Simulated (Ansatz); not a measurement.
Sn(H)(Cl)2(Me) (CH4Cl2Sn), SMILES [CH3][SnH]([Cl])[Cl]. Atoms are numbered in the order given.

```xyz
8

Sn    -0.1206    -0.0676     0.4348
C     -2.2343    -0.2483     0.1933
Cl     0.8902    -1.7248    -0.9025
Cl     0.5224     2.0083    -0.4781
H      0.5926    -0.1737     1.9836
H     -2.5613    -1.2345     0.5515
H     -2.7377     0.5466     0.7612
H     -2.4644    -0.1452    -0.8758
```

The structure is a stationary point at r2SCAN-D4/def2-SVP. The structure was generated by enumeration; whether it is a known compound was not checked. The def2 effective core potentials stand for the cores of Sn; spin–orbit coupling is left out.

Two levels are set side by side: PBE-D3(BJ)/def2-SVP (Ansatz, an electronic-structure program) and r2SCAN-D4/def2-SVP (Ansatz). Each level has its own optimised geometry; the coordinates shown are those of the second. Differences are taken from unrounded values.

```json
[
 {"quantity": "mean bond length (Å)", "r2SCAN-D4": "1.693", "PBE-D3(BJ)": "1.705", "PBE-D3(BJ) minus r2SCAN-D4": "0.012"},
 {"quantity": "bond Sn1–C2 (Å)", "r2SCAN-D4": "2.135", "PBE-D3(BJ)": "2.151", "PBE-D3(BJ) minus r2SCAN-D4": "0.016"},
 {"quantity": "bond Sn1–Cl3 (Å)", "r2SCAN-D4": "2.357", "PBE-D3(BJ)": "2.372", "PBE-D3(BJ) minus r2SCAN-D4": "0.015"},
 {"quantity": "bond Sn1–Cl4 (Å)", "r2SCAN-D4": "2.357", "PBE-D3(BJ)": "2.372", "PBE-D3(BJ) minus r2SCAN-D4": "0.015"},
 {"quantity": "bond Sn1–H5 (Å)", "r2SCAN-D4": "1.708", "PBE-D3(BJ)": "1.725", "PBE-D3(BJ) minus r2SCAN-D4": "0.017"},
 {"quantity": "bond C2–H6 (Å)", "r2SCAN-D4": "1.099", "PBE-D3(BJ)": "1.106", "PBE-D3(BJ) minus r2SCAN-D4": "0.007"},
 {"quantity": "bond C2–H7 (Å)", "r2SCAN-D4": "1.099", "PBE-D3(BJ)": "1.106", "PBE-D3(BJ) minus r2SCAN-D4": "0.007"},
 {"quantity": "bond C2–H8 (Å)", "r2SCAN-D4": "1.099", "PBE-D3(BJ)": "1.105", "PBE-D3(BJ) minus r2SCAN-D4": "0.007"}
]
```

On these quantities the two levels nearly agree.
